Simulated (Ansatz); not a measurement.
Born–Oppenheimer molecular dynamics of a periodic cell of 24 atoms, N (packed as 12 N2, density as packed 0.80 g/cm³ with natural masses). It goes on from the last frame of an earlier run, with new velocities.

These are results of Ansatz, DFT PBE-D3(BJ), scalar-relativistic, plane waves, PAW, not measurements. Settings: accuracy low, cutoff 420 eV, k mesh 1x1x1, fermi-dirac smearing 0.05 eV, no spin polarisation.

```
ensemble        : NVT, Langevin thermostat
time step       : 1 fs
steps asked     : 400
set temperature : 250 K
friction        : 0.02 /fs
seed            : 779947
```

First frame:

```xyz
24
Lattice="8.8621 0.0000 0.0000 0.0000 8.8621 0.0000 0.0000 0.0000 8.8621" Properties=species:S:1:pos:R:3
N 6.630 4.465 3.289
N 7.739 4.675 3.189
N 5.490 8.144 6.147
N 5.853 7.794 7.117
N 2.082 1.310 7.565
N 2.639 0.815 6.775
N 4.733 2.673 0.190
N 5.739 2.812 0.644
N -0.143 0.631 4.770
N -0.288 1.341 3.923
N 2.153 5.118 7.772
N 2.228 5.970 7.077
N 2.334 4.059 2.635
N 1.938 3.041 2.804
N 2.163 7.395 3.234
N 2.293 8.403 3.614
N 4.322 6.538 0.843
N 5.116 6.871 1.533
N 4.580 1.180 3.404
N 4.874 1.997 4.098
N 7.940 3.887 6.918
N 6.946 3.846 6.473
N 0.007 8.683 9.462
N -0.621 8.861 8.570
```

Task: What does the run give?

Result: All steps were run.

```json
{"steps done": "400", "time covered": "400 fs", "mean temperature over the second half": "231 K", "spread of the potential energy over the second half": "2.8 meV per atom", "mean potential energy of the second half above the start": "-3.5 meV per atom"}
```

A run of 0.4 ps of so small a system gives no equilibrium averages. Limits of this set-up: coarse k mesh, low accuracy level.

Task: What happens to the structure?

Result: Mean squared displacements from the first frame to the last, about the centre of mass: N 0.72 Å². Another seed would give other details.

Task: How do temperature and energy run in time?

Result: 
```tsv
time (fs)	T (K)	potential energy less start (eV)
0.0	240	0.000
13.0	216	0.081
26.0	203	0.096
39.0	249	0.143
52.0	234	0.045
65.0	280	-0.034
78.0	339	0.000
91.0	283	0.014
104.0	231	0.034
117.0	219	-0.056
130.0	288	-0.089
143.0	254	-0.140
156.0	217	-0.104
169.0	196	0.002
182.0	187	-0.065
195.0	216	-0.077
208.0	246	-0.065
221.0	201	-0.030
234.0	203	0.003
247.0	251	-0.096
260.0	246	-0.112
273.0	265	-0.174
286.0	264	-0.167
299.0	309	-0.123
312.0	236	-0.081
325.0	239	-0.134
338.0	181	-0.096
351.0	262	-0.040
364.0	231	-0.026
377.0	198	-0.095
390.0	196	-0.125
```

The run took 21 min on 1 thread of Intel(R) Xeon(R) Platinum 8259CL CPU @ 2.50GHz (Skylake/Cascade Lake), on a shared host, peak memory 0.62 GiB.
